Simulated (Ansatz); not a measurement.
Ansatz results at the PBE0-D4/def2-TZVP geometry: size of the dipole moment (B3LYP/def2-TZVPP) 2.43 D; zero-point energy (PBE0-D4/def2-TZVP) 123.9 kJ/mol; size of the dipole moment (ωB97M-V/def2-TZVPP) 2.42 D.

Each molecule was computed in one conformer, which needn't be the lowest.

Question: Which molecule gave them?
A. `CO[Si](F)Cl`•
B. `C[SiH2][Te]`•
C. `[CH3][In][OH]`•
D. `B[O]`•

Answer: A. The others give `B[O]`•: 1.54, 52.7, 1.44; `C[SiH2][Te]`•: 1.38, 139.5, 1.43; `[CH3][In][OH]`•: 1.86, 124.0, 1.92.

B3LYP here is the variant with VWN-RPA as its local correlation; programs differ in this.
